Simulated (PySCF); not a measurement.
C8H5BF2.
Atom-mapped SMILES: `[CH:1]#[C:2][c:3]1[cH:4][cH:5][c:6]([B:7]([F:8])[F:9])[cH:10][cH:11]1` (hydrogens: H12 on C1; H13 on C4; H14 on C5; H15 on C10; H16 on C11)

Geometry (PBE0-D3(BJ)/def2-SVP, Å), atoms numbered from 1 in this order:
```
atom  x, y, z in Å
C1    -3.8178    0.2275    0.9522
C2    -2.6392    0.1561    0.6738
C3    -1.2532    0.0753    0.3408
C4    -0.5973    1.1758   -0.2393
C5     0.7473    1.0889   -0.5704
C6     1.4737   -0.0891   -0.3357
B7     2.9697   -0.1801   -0.7155
F8     3.6007    0.8355   -1.2778
F9     3.6739   -1.2758   -0.4949
C10    0.8136   -1.1809    0.2497
C11   -0.5310   -1.1065    0.5851
H12   -4.8621    0.2901    1.1966
H13   -1.1588    2.0929   -0.4259
H14    1.2493    1.9475   -1.0235
H15    1.3675   -2.1035    0.4407
H16   -1.0409   -1.9590    1.0371
```

Computed, not measured: PBE0-D3(BJ)/def2-SVP geometry optimisation, gas phase (PySCF).

Masses are those of the commonest isotopes; rigid-rotor values at the optimised geometry. 

Question: What are A, B and C (MHz)?

Answer: Ia = 137.28, Ib = 950.89, Ic = 1088.14 u·Å²; 505379 MHz·u·Å²/I gives A = 3681, B = 531.5, C = 464.4 MHz.

Question: What kind of rotor is it?

Answer: A near-prolate asymmetric top. Ray's parameter κ = (2B − A − C)/(A − C) = -0.958; −1 is the prolate and +1 the oblate limit.

Question: What does the inertial defect say?

Answer: Planar: Δ = Ic − Ia − Ib = -0.03 u·Å². For a rigid frame Δ = −2 Σ m c², so it vanishes when all atoms lie in the ab plane; here none is more than 0.03 Å from it.

Question: List the rotational levels J(Ka,Kc) to J = 2 (MHz).

Answer: Above 0(0,0):
J = 1: 1(0,1) 996, 1(1,1) 4146, 1(1,0) 4213
J = 2: 2(0,2) 2987, 2(1,2) 6071, 2(1,1) 6272, 2(2,1) 15722, 2(2,0) 15723
Those of J = 1 are B + C, A + C and A + B.

Question: Predict some low-J microwave lines.

Answer: The dipole components are |μa| = 1.91 D, |μb| = 0.00 D, |μc| = 0.00 D; the symmetry axis of this C2v structure is a, so μb and μc vanish by symmetry and there are no b-type or c-type lines. Some lines, for components of 0.1 D or more:

```tsv
type	branch	J(Ka,Kc)	MHz	lower level (cm⁻¹)
a	Q	3(1,2) ← 3(1,3)	402	0.299
a	R	1(0,1) ← 0(0,0)	996	0.000
a	R	2(1,2) ← 1(1,1)	1925	0.138
a	R	2(0,2) ← 1(0,1)	1991	0.033
a	R	2(1,1) ← 1(1,0)	2059	0.141
a	R	3(1,3) ← 2(1,2)	2887	0.202
a	R	3(0,3) ← 2(0,2)	2984	0.100
a	R	3(2,2) ← 2(2,1)	2988	0.524
a	R	3(2,1) ← 2(2,0)	2992	0.524
a	R	3(1,2) ← 2(1,1)	3088	0.209
```

Question: Estimate the classical rotational partition function at 10 K, 50 K and 200 K.

Answer: Point group C2v, symmetry number σ = 2; q = (√π/σ)·√((kT/h)³/(ABC)), k/h = 20836.6 MHz/K: 2800 at 10 K, 31300 at 50 K, 250000 at 200 K.

No frequency check. These are rigid-rotor constants of the computed structure; measured ground-state constants (B0) also hold zero-point vibration. Quadrupole hyperfine structure (11B) is left out.
